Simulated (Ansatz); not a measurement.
`C[B](C)[ZnH]` and `CB(C)C[SiH3]` differ in one atom or group.

Ansatz, PBE0-D4/def2-TZVP geometries, multiplicity 1. Each molecule was computed in one conformer, which needn't be the lowest.

Scalar relativity is left out up to krypton.

| property | `C[B](C)[ZnH]` |
| --- | --- |
| LUMO energy (B3LYP/def2-TZVPP) / eV | -1.76 |
| LUMO energy (PBE0/def2-TZVPP) / eV | -1.54 |
| HOMO–LUMO gap (PBE/def2-TZVPP) / eV | 2.91 |
| size of the dipole moment (ωB97M-V/def2-TZVPP) / D | 1.35 |
| HOMO–LUMO gap (ωB97M-V/def2-TZVPP) / eV | 8.68 |
| size of the dipole moment (B3LYP/def2-TZVPP) / D | 1.42 |

Q: What does the change do to each property? (Estimate.)

A: Computed: 
```
                                          property  `CB(C)C[SiH3]`  shift
               LUMO energy (B3LYP/def2-TZVPP) / eV           -0.61   1.15
                LUMO energy (PBE0/def2-TZVPP) / eV           -0.41   1.13
               HOMO–LUMO gap (PBE/def2-TZVPP) / eV            5.72   2.81
size of the dipole moment (ωB97M-V/def2-TZVPP) / D            0.70  -0.65
           HOMO–LUMO gap (ωB97M-V/def2-TZVPP) / eV           12.19   3.51
  size of the dipole moment (B3LYP/def2-TZVPP) / D            0.69  -0.73
```

With PBE0 the HOMO falls by 2.03 eV and the LUMO rises by 1.13 eV, so the gap widens by about 3.16 eV. PBE moves the HOMO by -1.77 eV and ωB97M-V by -2.17 eV. The zero-point energy changes by 123.6 kJ/mol with +15 modes. Dipoles are sizes alone; their direction can turn.

B3LYP here is the variant with VWN-RPA as its local correlation; programs differ in this.
